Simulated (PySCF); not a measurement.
borazine cation (B₃H₆N₃), SMILES B1NBNBN1 (connectivity only; charge and spin as stated), charge +1, multiplicity 2.

Geometry optimised at PBE-D3(BJ)/def2-SVP. The geometry has at least one imaginary mode, so it is a saddle point at that level. The spin state was assumed, not searched.

All values below come from TDA-B3LYP/def2-SVPD in PySCF 2.14.0.

Vertical excitations. 

### Question
Give excitation energies, oscillator strengths and character. (The exact figures need the calculation; the answer reports its results.)

### Answer

```json
[
 {"state": "root 1", "energy (eV)": "0.73", "λ (nm)": "1703", "f": "0.004", "main pairs": "β HOMO→LUMO 96 %"},
 {"state": "root 2", "energy (eV)": "1.78", "λ (nm)": "696", "f": "0.014", "main pairs": "β HOMO−2→LUMO 97 %"},
 {"state": "root 3", "energy (eV)": "1.92", "λ (nm)": "646", "f": "0.016", "main pairs": "β HOMO−1→LUMO 78 %, β HOMO−3→LUMO 20 %"},
 {"state": "root 4", "energy (eV)": "2.90", "λ (nm)": "428", "f": "0.125", "main pairs": "β HOMO−3→LUMO 75 %, β HOMO−1→LUMO 18 %"},
 {"state": "root 5", "energy (eV)": "3.51", "λ (nm)": "354", "f": "0.003", "main pairs": "β HOMO−4→LUMO 96 %"},
 {"state": "root 6", "energy (eV)": "4.62", "λ (nm)": "268", "f": "0.001", "main pairs": "β HOMO−6→LUMO 97 %"},
 {"state": "root 7", "energy (eV)": "4.73", "λ (nm)": "262", "f": "0.010", "main pairs": "β HOMO−5→LUMO 63 %, β HOMO−7→LUMO 34 %"},
 {"state": "root 8", "energy (eV)": "4.95", "λ (nm)": "251", "f": "0.001", "main pairs": "β HOMO−7→LUMO 64 %, β HOMO−5→LUMO 35 %"},
 {"state": "root 9", "energy (eV)": "6.31", "λ (nm)": "196", "f": "0.005", "main pairs": "α HOMO→LUMO+1 31 %, β HOMO→LUMO+1 65 %"},
 {"state": "root 10", "energy (eV)": "6.46", "λ (nm)": "192", "f": "0.003", "main pairs": "α HOMO→LUMO 38 %, β HOMO→LUMO+2 60 %"}
]
```
Unrestricted roots are not spin-pure.
